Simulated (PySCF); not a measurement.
## Running PySCF for AsS2⁺

Input:

```python
from pyscf import gto, scf, mp

mol = gto.M(
    atom='As 0 0 0; S 1.9526 0 0; S -1.9526 0 0',
    basis='cc-pvdz',
    charge=1,
    spin=0,
    verbose=4,
)
mf = scf.UHF(mol)
mf.kernel()
mp.MP2(mf, frozen=19).kernel()
mf.dip_moment()
print('orbital energies (hartree):', [e[max(0, n-3):n+3].round(4) for e, n in zip(mf.mo_energy, mol.nelec)])
```

```bash
$ OMP_NUM_THREADS=1 python input.py
```

The log (some set-up lines and the per-cycle HOMO/LUMO lines with their warnings removed):

```
PySCF version 2.14.0

[INPUT] verbose = 4
[INPUT] num. atoms = 3
[INPUT] num. electrons = 64
[INPUT] charge = 1
[INPUT] spin (= nelec alpha-beta = 2S) = 0
[INPUT] symmetry False subgroup None
[INPUT] Mole.unit = angstrom
[INPUT] Symbol           X                Y                Z      unit          X                Y                Z       unit  Magmom
[INPUT]  1 As     0.000000000000   0.000000000000   0.000000000000 AA    0.000000000000   0.000000000000   0.000000000000 Bohr   0.0
[INPUT]  2 S      1.952600000000   0.000000000000   0.000000000000 AA    3.689879230826   0.000000000000   0.000000000000 Bohr   0.0
[INPUT]  3 S     -1.952600000000   0.000000000000   0.000000000000 AA   -3.689879230826   0.000000000000   0.000000000000 Bohr   0.0

nuclear repulsion = 320.877710606002
number of shells = 16
number of NR pGTOs = 159
number of NR cGTOs = 63
basis = cc-pvdz
ecp = {}

******** <class 'pyscf.scf.uhf.UHF'> ********
method = UHF
initial guess = minao
damping factor = 0
level_shift factor = 0
DIIS = <class 'pyscf.scf.diis.CDIIS'>
diis_start_cycle = 1
diis_space = 8
diis_damp = 0
SCF conv_tol = 1e-09
SCF conv_tol_grad = None
SCF max_cycles = 50
direct_scf = True
direct_scf_tol = 1e-13
number electrons alpha = 32  beta = 32
Set gradient conv threshold to 3.16228e-05
init E= -3029.19675226626
cycle= 1 E= -3028.79254169348  delta_E= 0.404  |g|= 0.397  |ddm|= 1.34
cycle= 2 E= -3028.85209527496  delta_E= -0.0596  |g|= 0.301  |ddm|= 0.663
cycle= 3 E= -3028.90956494943  delta_E= -0.0575  |g|= 0.0349  |ddm|= 0.275
cycle= 4 E= -3028.91034083796  delta_E= -0.000776  |g|= 0.00734  |ddm|= 0.0411
cycle= 5 E= -3028.91041073312  delta_E= -6.99e-05  |g|= 0.00164  |ddm|= 0.0133
cycle= 6 E= -3028.91041367581  delta_E= -2.94e-06  |g|= 0.000292  |ddm|= 0.00288
cycle= 7 E= -3028.91041394669  delta_E= -2.71e-07  |g|= 0.000201  |ddm|= 0.000663
cycle= 8 E= -3028.9104142062  delta_E= -2.6e-07  |g|= 0.000128  |ddm|= 0.000866
cycle= 9 E= -3028.91041434844  delta_E= -1.42e-07  |g|= 7.59e-05  |ddm|= 0.000778
cycle= 10 E= -3028.91041440515  delta_E= -5.67e-08  |g|= 2.05e-05  |ddm|= 0.000713
cycle= 11 E= -3028.91041440727  delta_E= -2.12e-09  |g|= 6.13e-06  |ddm|= 0.000132
cycle= 12 E= -3028.91041440738  delta_E= -1.08e-10  |g|= 1.79e-06  |ddm|= 2.41e-05
Extra cycle  E= -3028.91041440738  delta_E= 9.09e-13  |g|= 1.02e-06  |ddm|= 2.98e-06
converged SCF energy = -3028.91041440738  <S^2> = 1.6871837e-11  2S+1 = 1

******** <class 'pyscf.mp.ump2.UMP2'> ********
nocc = (np.int64(13), np.int64(13)), nmo = (44, 44)
frozen orbitals 19
E(UMP2) = -3029.29771262846  E_corr = -0.387298221088343
E(SCS-UMP2) = -3029.28030438646  E_corr = -0.369889979087221
E_corr(same-spin) = -0.109462945637065
E_corr(oppo-spin) = -0.277835275451278

WARN: System has nonzero charge 1; the dipole moment is origin-dependent.
Location of origin: [0. 0. 0.]

Dipole moment(X, Y, Z, Debye): -0.00000, -0.00000, -0.00000
orbital energies (hartree): [array([-0.7083, -0.6184, -0.6184, -0.2268, -0.2268, -0.2028]), array([-0.7083, -0.6184, -0.6184, -0.2268, -0.2268, -0.2028])]
```

In short: E(SCF) = -3028.910414 Eh, 12 cycles, E(MP2) − E(SCF) = -0.38730 Eh.

Hardware: Arm Neoverse N1, 1 thread, shared host. Wall time 2.9 s.

The dipole of an ion depends on the origin. No search for the lowest solution was made.
